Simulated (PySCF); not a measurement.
Compound: C4H8BN.
Atom-mapped SMILES: `[CH:1]#[C:2][CH2:3][CH2:4][BH:5][NH2:6]` (hydrogens: H7 on C1; H8, H9 on C3; H10, H11 on C4; H12 on B5; H13, H14 on N6)

Structure used (PBE0-D3(BJ)/def2-SVP), in Å, numbered top down from 1:
```xyz
14
C4H8BN angstrom
C     -3.5789   -0.7235    0.2284
C     -2.4853   -0.2030    0.2635
C     -1.1544    0.3925    0.2960
C     -0.0143   -0.6212    0.1268
B      1.4255    0.0223    0.2043
N      2.4626   -0.3893   -0.6274
H     -4.5534   -1.1738    0.2007
H     -1.0287    0.9356    1.2487
H     -1.0973    1.1647   -0.4911
H     -0.1630   -1.1995   -0.8013
H     -0.0818   -1.3580    0.9495
H      1.6719    0.8911    1.0180
H      2.3545   -1.1010   -1.3397
H      3.3992   -0.0126   -0.5686
```

Jobs on this species (14 atoms, 44 electrons) with PySCF (density fitting). Hardware of each: Arm Neoverse V2, one thread, on a shared host. The host was shared with other jobs, so the times are rough. Peak memory is the resident size of the whole Python process, interpreter and libraries included.

| level and settings | work | basis functions | SCF cycles | wall time | peak memory |
| --- | --- | --- | --- | --- | --- |
| PBE0-D3(BJ)/def2-SVP, grid level 1 | geometry optimisation from a GFN2-xTB start shaken at random | 124 | ? | ? | ? |
| delta-SCF UKS SCAN, pcX-2 on the ionised atom, pcseg-1 elsewhere, non-relativistic | ΔSCF core ionisation, 6 holes | 155 | ? | ? | ? |
| delta-SCF UKS B3LYP, pcX-2 on the ionised atom, pcseg-1 elsewhere, spin-free X2C | ΔSCF core ionisation, 6 holes | 155 | 99 | 47 s | 0.62 GiB |
| delta-SCF UKS SCAN, pcX-2 on the ionised atom, pcseg-1 elsewhere, spin-free X2C | ΔSCF core ionisation, 6 holes | 155 | 113 | 43 s | 0.53 GiB |
| delta-SCF UKS SCAN, pcX-1 on the ionised atom, pcseg-1 elsewhere, spin-free X2C | ΔSCF core ionisation, 6 holes | 134 | 113 | 37 s | 0.61 GiB |
| delta-SCF UKS PBE, pcX-2 on the ionised atom, pcseg-1 elsewhere, spin-free X2C | ΔSCF core ionisation, 6 holes | 155 | 106 | 25 s | 0.61 GiB |
| delta-SCF UKS SCAN, def2-TZVP on the ionised atom, pcseg-1 elsewhere, spin-free X2C | ΔSCF core ionisation, 6 holes | 141 | 115 | 42 s | 0.61 GiB |
| delta-SCF UKS PBE0, pcX-2 on the ionised atom, pcseg-1 elsewhere, spin-free X2C | ΔSCF core ionisation, 6 holes | 155 | 97 | 46 s | 0.61 GiB |
| delta-SCF UKS HF, pcX-2 on the ionised atom, pcseg-1 elsewhere, spin-free X2C | ΔSCF core ionisation, 6 holes | 155 | 103 | 29 s | 0.61 GiB |

Fill in the missing figures.

- PBE0-D3(BJ)/def2-SVP, grid level 1; geometry optimisation from a GFN2-xTB start shaken at random: 29 s, 0.51 GiB, 42 SCF cycles
- delta-SCF UKS SCAN, pcX-2 on the ionised atom, pcseg-1 elsewhere, non-relativistic; ΔSCF core ionisation, 6 holes: 44 s, 0.61 GiB, 116 SCF cycles

What do all jobs in the table cost together?

About 5.7 min; the longest takes about 14 % of that, and about 1.9 times as long as the shortest.
